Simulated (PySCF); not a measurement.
**Electron correlation in Ga⁴⁺ (gallium, charge +4)**

Starting occupation: [Ar] 3d9, 3d3/2 with m_j = -1/2, +1/2, +3/2, 3d5/2 with m_j = -5/2, -3/2, -1/2, +1/2, +3/2, +5/2. All numbers are calculated (PySCF 2.14, X2C-1e with screened-nucleus spin-orbit coupling, Gaussian nucleus, in x2c-QZVPPall-2c). Frozen: [Ne]; 17 electrons correlated; the 8 highest virtual spinors left out.

MP2 pair energies summed by pair of shells (mhartree):

```json
{"pair": "3d-3d", "energy": "-300.58", "share (%)": "49.1"}
{"pair": "3d-3p", "energy": "-185.37", "share (%)": "30.3"}
{"pair": "3p-3p", "energy": "-50.79", "share (%)": "8.3"}
{"pair": "3d-3s", "energy": "-47.80", "share (%)": "7.8"}
{"pair": "3p-3s", "energy": "-23.38", "share (%)": "3.8"}
{"pair": "3s-3s", "energy": "-3.98", "share (%)": "0.6"}
```

Total MP2 correlation energy: -611.90 mhartree.

The GHF reference relaxed away from the jj start to a determinant that is no pure jj level (⟨S²⟩ = 0.75, ⟨J²⟩ = 3.75); the energies belong to that determinant.

This basis was not built for core-valence correlation, so the inner-shell part is incomplete.
